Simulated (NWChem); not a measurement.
# GaCl2 cation; SMILES [Cl][Ga+][Cl]

```xyz
3

Ga     0.0000     0.0000     0.0000
Cl     0.0000     0.0000     2.0410
Cl     0.0000     0.0000    -2.0410
```
Atoms are numbered in this order, from 1.

Geometry: optimised at PBE0/def2-SVP. B3LYP is NWChem's, with the RPA form of VWN correlation.

Q: List the 4 lowest vertical singlet excitations from B3LYP/6-31G* (spherical d), TDA (NWChem).

A: 
```csv
state,energy (eV),oscillator strength,leading excitation (squared amplitude)
S1,4.72,0.000,HOMO → LUMO (1.00)
S2,4.72,0.000,HOMO−1 → LUMO (1.00)
S3,5.27,0.024,HOMO−2 → LUMO (1.00)
S4,5.27,0.024,HOMO−3 → LUMO (1.00)
```
